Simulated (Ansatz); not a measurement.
`C[S][GeH2][CH3]` → CH₄ + `C[S][GeH]` at 298.15 K and 1 bar (germylene formation by 1,1-elimination).

Calculated with Ansatz (gas phase, PBE0-D4/def2-TZVP geometries, no zero-point term in ΔE). CBS: MP2 limit from def2 TZ/QZ plus the TZ coupled-cluster correction, frozen cores. This one scheme is used for every species. For Ge outer-core shells are correlated without core-valence functions, which leaves a few kJ/mol of doubt a bond. Scalar relativity is left out up to krypton. Each species was taken in one conformer, which may not be the lowest.

| species | CCSD(T)/CBS energy (Eh) | H − E (kJ/mol) | S (J/(mol·K)) |
| --- | --- | --- | --- |
| `C[S][GeH2][CH3]` | -2554.83183 | 262.6 | 364.3 |
| CH₄ | -40.46206 | 127.4 | 186.2 |
| `C[S][GeH]` | -2514.34332 | 135.7 | 310.1 |

H − E and S are ideal-gas, rigid-rotor, harmonic terms from PBE0-D4/def2-TZVP, for one conformer and one mirror image of each species. 1 Eh = 2625.50 kJ/mol, R = 8.31446 J/(mol·K).

Problem. By hand: ΔE, ΔH, ΔS and ΔG.

Solution. ΔE = (-40.46206) + (-2514.34332) − (-2554.83183) = 0.02645 Eh = 69.4 kJ/mol. Δ(H − E) = 127.4 + 135.7 − 262.6 = 0.5, so ΔH = 69.9 kJ/mol. ΔS = 186.2 + 310.1 − 364.3 = 132.0 J/(mol·K). ΔG = 69.9 − 298.15 × (132.0)/1000 = 30.5 kJ/mol.

Problem. By hand: the equilibrium constant, and the temperature at which ΔG would vanish if ΔH and ΔS stayed fixed.

Solution. log₁₀ K = −ΔG/(RT ln 10) = -5.3. ΔG = 0 at ΔH/ΔS = 530 K.

The number of gas molecules changes by +1, which sets the sign of ΔS. A doubt of 5 kJ/mol in ΔE shifts log₁₀ K by 0.9 here. Other conformers and mirror images would add mixing entropy, several J/(mol·K) or more a flexible species. Modes under 60 cm⁻¹, often nearly free rotors, make the harmonic entropy too high. These are equilibria of isolated gas molecules and say nothing of rates. Largest T1 diagnostic: 0.015 (customary marks: 0.02 for closed shells, 0.045 for open ones).
